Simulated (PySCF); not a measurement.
## Löwdin shares of the frontier orbitals

Species: C3H10OSi2.
Cartesian coordinates in Å at the GFN2-xTB level; atoms count from 1:
```
atom  x, y, z in Å
O1    -0.856    1.430   -0.358
C2    -1.818    0.723   -0.232
C3    -1.761   -0.746    0.017
C4    -0.379   -1.193    0.469
Si5    1.033   -0.497   -0.634
Si6    2.120    1.312    0.290
H7    -2.840    1.141   -0.319
H8    -2.544   -1.022    0.729
H9    -2.018   -1.223   -0.936
H10   -0.352   -2.282    0.483
H11   -0.227   -0.865    1.499
H12    0.475   -0.326   -1.985
H13    1.942   -1.654   -0.798
H14    3.534    1.003    0.547
H15    1.562    1.713    1.586
H16    2.121    2.496   -0.568
```

Method: TDDFT B3LYP/def2-SVPD, vertical, gas phase, core orbitals frozen in the response in PySCF 2.14.0, density-fitted response routines.

Kohn–Sham orbitals with the atoms that hold most of them (Löwdin shares over 4%, at most four atoms; ? is withheld):

```tsv
orbital	ε (eV)	atoms
HOMO-3	-8.74	Si5 21%, Si6 18%, H12 14%, H14 12%
HOMO-2	-8.49	Si5 23%, C4 17%, H13 9%, Si6 9%
HOMO-1	-8.15	?
HOMO	-7.43	?
LUMO	?	C2 42%, O1 34%, C3 9%, H7 6%
LUMO+1	-0.10	Si5 27%, Si6 22%, H12 8%, C4 7%
LUMO+2	0.26	C3 14%, H8 13%, Si6 12%, Si5 12%
```

**Question.** Which atoms hold the HOMO, and with what shares?

**Answer.** O1 (bonded to C) 31%; Si5 (bonded to C, Si and 2 H) 16%; Si6 (bonded to Si and 3 H) 15%; C2 (bonded to C, O and H) 8%. By element: silicon 31%, oxygen 31%, carbon 8% or more.

**Question.** Which atoms hold the HOMO-1, and with what shares?

**Answer.** Si5 (bonded to C, Si and 2 H) 22%; C4 (bonded to C, Si and 2 H) 18%; Si6 (bonded to Si and 3 H) 16%; O1 (bonded to C) 14%. By element: silicon 38%, carbon 18% or more, oxygen 14%.

**Question.** What is the LUMO energy, and the HOMO–LUMO gap?

**Answer.** ε(LUMO) = -1.51 eV; the gap is 5.92 eV (0.2174 hartree).

**Question.** How does S1 compare with the orbital gap of 5.92 eV?

**Answer.** S1 is at 4.32 eV (f = 0.0003), 1.60 eV below the gap, made of HOMO→LUMO (84%), HOMO-1→LUMO (10%). 

**Question.** Give energy, strength and leading configuration of S1, S2, S3 and S5, and follow the Löwdin shares of the leading atoms from the occupied to the empty orbital.

**Answer.** 
- S1 (4.32 eV, f 0.0003), HOMO→LUMO (84%): O1 31% → 34%, Si5 16% → at most 7%, C2 8% → 42%
- S2 (5.62 eV, f 0.0005), HOMO-1→LUMO (86%): Si5 22% → at most 7%, C4 18% → at most 7%, C2 at most 14% → 42%, O1 14% → 34%
- S3 (6.00 eV, f 0.0023), HOMO-2→LUMO (94%): Si5 23% → at most 7%, C4 17% → at most 7%, C2 at most 10% → 42%, O1 at most 10% → 34%
- S5 (6.44 eV, f 0.0071), HOMO→LUMO+1 (92%): O1 31% → at most 8%, Si5 16% → 27%, Si6 15% → 22%

Löwdin shares depend on the basis, the more so with diffuse functions.

One conformer stands for the species.
